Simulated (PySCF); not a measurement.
# Nb²⁺ (niobium, charge +2): MN15 calculation

Configuration: [Kr] 4d3, high-spin 4F determinant. Calculation: PySCF 2.14, in x2c-SVPall (6s5p5d1f, 53 functions); scalar relativity by spin-free X2C-1e.

* Total energy: -3820.57 hartree
* One-electron energy: -5243.28 hartree
* Hartree (Coulomb) energy: 1544.48 hartree
* Exchange-correlation energy: -121.78 hartree
* ⟨S²⟩: 3.7509
* ⟨L²⟩: 12.004
* Sum of ⟨r⟩: 24.65 bohr
* Sum of ⟨r²⟩: 30.71 bohr²
* Langevin diamagnetic susceptibility: -24.3 ×10⁻⁶ cm³/mol
* Time after the integrals: 1.9 s of wall time on 1 thread of Neoverse-V2 (shared host)

```
shell  electrons  mean orbital energy (eV)  spread (eV)  rms radius, mean of both spins (bohr)
 1s β          1                  -18805.8            0                                 0.0415
 1s α          1                  -18805.8            0                                 0.0415
 2s β          1                   -2624.9            0                                  0.172
 2s α          1                   -2624.8            0                                  0.172
 2p α          3                   -2366.8            0                                  0.152
 2p β          3                   -2366.7            0                                  0.152
 3s α          1                   -447.40            0                                  0.479
 3s β          1                   -447.10            0                                  0.479
 3p α          3                   -363.80            0                                  0.484
 3p β          3                   -363.55            0                                  0.484
 3d α          5                   -218.28        0.300                                  0.476
 3d β          5                   -218.03        0.220                                  0.476
 4s α          1                   -79.607            0                                   1.23
 4s β          1                   -78.424            0                                   1.23
 4p α          3                   -55.745            0                                   1.38
 4p β          3                   -53.810            0                                   1.38
 4d α          3                   -22.256            0                                   1.99
```

Densities and radii are taken from the X2C orbitals without a picture-change correction, which distorts them close to the nucleus.
